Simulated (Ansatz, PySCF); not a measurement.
Ways to break one bond of O[Si](O)(Cl)Cl:

A. O[Si](O)(Cl)Cl [dichloro(dihydroxy)silane] -> [O][Si](O)(Cl)Cl + H atom
B. O[Si](O)(Cl)Cl [dichloro(dihydroxy)silane] -> O[Si](Cl)Cl + [OH] (HO)
C. O[Si](O)(Cl)Cl [dichloro(dihydroxy)silane] -> O[Si](O)Cl + Cl atom

Quantity: bond dissociation energy (enthalpy at 298 K, with B3LYP-D3(BJ) rigid-rotor harmonic-oscillator terms), kJ/mol. Each molecule is optimised on its own at B3LYP-D3(BJ)/def2-TZVP (Ansatz, a quantum-chemistry and plane-wave program), one conformer each, not searched for the lowest. Frequencies are from Ansatz or PySCF. Valence correlation only, unless marked. UHF or UKS for open shells. No spin-orbit coupling. No relativistic terms. CBS marks a two-point X^-3 extrapolation of the correlation energy; Hartree-Fock from the larger set. [CCSD(T)-MP2]/basis is that difference in the basis named.

|  | MP2/cc-pV(T+d)Z (Ansatz) | SCS-MP2/cc-pV(D+d)Z (Ansatz) | CCSD/cc-pV(D+d)Z (Ansatz) | RI-MP2/CBS(cc-pV(T+d)Z,cc-pV(Q+d)Z)+[CCSD(T)-MP2]/cc-pV(T+d)Z (Ansatz) |
|---|---|---|---|---|
| A | 528.6 | 490.1 | 475.9 | ? |
| B | 581.0 | 528.1 | 506.2 | ? |
| C | 495.5 | 456.5 | 442.7 | ? |

### Question
Complete the blanks.

### Answer

- A, RI-MP2/CBS(cc-pV(T+d)Z,cc-pV(Q+d)Z)+[CCSD(T)-MP2]/cc-pV(T+d)Z (Ansatz): 522.0
- B, RI-MP2/CBS(cc-pV(T+d)Z,cc-pV(Q+d)Z)+[CCSD(T)-MP2]/cc-pV(T+d)Z (Ansatz): 565.2
- C, RI-MP2/CBS(cc-pV(T+d)Z,cc-pV(Q+d)Z)+[CCSD(T)-MP2]/cc-pV(T+d)Z (Ansatz): 492.2
